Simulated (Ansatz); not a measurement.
Mulliken charges of CH$_{2}$I (`[CH2]I`) radical from r2SCAN/def2-TZVPP in Ansatz (PBE0-D4/def2-TZVP geometry).

| atom | x (Å) | y (Å) | z (Å) | charge (e) |
| --- | --- | --- | --- | --- |
| C1 | -0.071 | -0.169 | -0.184 | -0.252 |
| I2 | 0.615 | 1.076 | 1.263 | 0.051 |
| H3 | -0.769 | 0.221 | -0.907 | 0.101 |
| H4 | 0.281 | -1.189 | -0.192 | 0.101 |

By hand: the dipole of these point charges (1 e Å = 4.8032 D).

Σ q r = (0.000, 0.000, 0.000) e Å, of length 0.000 e Å = 0.00 D.

How does the dipole of the full density compare? (Best estimate.)

Ansatz gave: (-0.055, -0.100, -0.116) e Å, 0.78 D; the point charges give 0.00 times that, at 90° from its direction.

Point charges leave out the atoms' own dipoles, such as those of lone pairs, and Mulliken's split depends on the basis, so the two needn't agree.
